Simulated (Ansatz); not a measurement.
Cost and result up the ladder for InH2(NH2) (InNH4) (6 atoms). Charge 0, multiplicity 1. Geometry: B3LYP-D4/def2-TZVP.

| atom | x (Å) | y (Å) | z (Å) |
| --- | --- | --- | --- |
| In1 | -0.217 | -0.692 | -0.633 |
| H2 | 0.773 | -0.713 | -2.035 |
| H3 | -1.530 | -1.696 | -0.171 |
| N4 | 0.239 | 0.762 | 0.697 |
| H5 | -0.246 | 0.908 | 1.568 |
| H6 | 0.982 | 1.431 | 0.574 |

Ansatz on 4 threads of Arm Neoverse V1 on a shared host. Times are rough, and most runs start from the orbitals of an earlier one. CAM-B3LYP-D4/def2-TZVP serves as the yardstick here, not as an exact answer. Differences are given only for rows in sets of like size (and for xTB, whose basis is part of the method), since another set adds its own error. Binding counts from free atoms at the same level (In doublet, H doublet, N quartet; other spins of the atoms weren't run), without zero-point energy or a counterpoise term.

In the def2 sets In takes a core potential, while STO-3G treats all electrons; there is no spin–orbit coupling. B3LYP takes the VWN-RPA correlation. HSE06 is defined as in plane-wave codes, on full-range PBE exchange. Correlated methods freeze 5 core orbitals; core or outer-core shells of In are correlated, in sets that lack core-valence functions.

Correlated methods converge slowly with the basis.

| level | functions | wall time |
| --- | --- | --- |
| HF/STO-3G | 36 | 0.15 s |
| LDA (SPW92)/def2-TZVP | 105 | 0.4 s |
| PBE0-D4/def2-SVP | 60 | 0.5 s |
| MP2/def2-TZVP | 105 | 0.55 s |
| PBE-D4/def2-TZVP | 105 | 0.6 s |
| B3LYP-D4/def2-TZVP | 105 | 0.7 s |
| HSE06-D4/def2-TZVP | 105 | 0.8 s |
| PBE0-D4/def2-TZVP | 105 | 0.85 s |
| CAM-B3LYP-D4/def2-TZVP | 105 | 0.86 s |
| PBE0-D4/def2-TZVPD | 129 | 0.9 s |
| r2SCAN0-D4/def2-TZVP | 105 | 1.4 s |
| r2SCAN-D4/def2-TZVPD | 129 | 1.5 s |
| B97M-V/def2-TZVP | 105 | 2.2 s |
| CCSD(T)/def2-TZVPP | 137 | 9 s |

(1) Estimate what each level gives for the binding energy per atom (eV).

Results:

(1) 
```
                 level  binding energy per atom (eV)  difference from CAM-B3LYP-D4/def2-TZVP (eV)
             HF/STO-3G                          2.59                                            –
 LDA (SPW92)/def2-TZVP                          3.00                                         0.36
      PBE0-D4/def2-SVP                          2.54                                            –
         MP2/def2-TZVP                          2.46                                        -0.19
      PBE-D4/def2-TZVP                          2.63                                        -0.02
    B3LYP-D4/def2-TZVP                          2.61                                        -0.03
    HSE06-D4/def2-TZVP                          2.58                                        -0.07
     PBE0-D4/def2-TZVP                          2.58                                        -0.07
CAM-B3LYP-D4/def2-TZVP                          2.65                                         0.00
    PBE0-D4/def2-TZVPD                          2.58                                        -0.06
  r2SCAN0-D4/def2-TZVP                          2.55                                        -0.09
  r2SCAN-D4/def2-TZVPD                          2.60                                        -0.04
      B97M-V/def2-TZVP                          2.64                                        -0.01
    CCSD(T)/def2-TZVPP                          2.57                                        -0.08
```
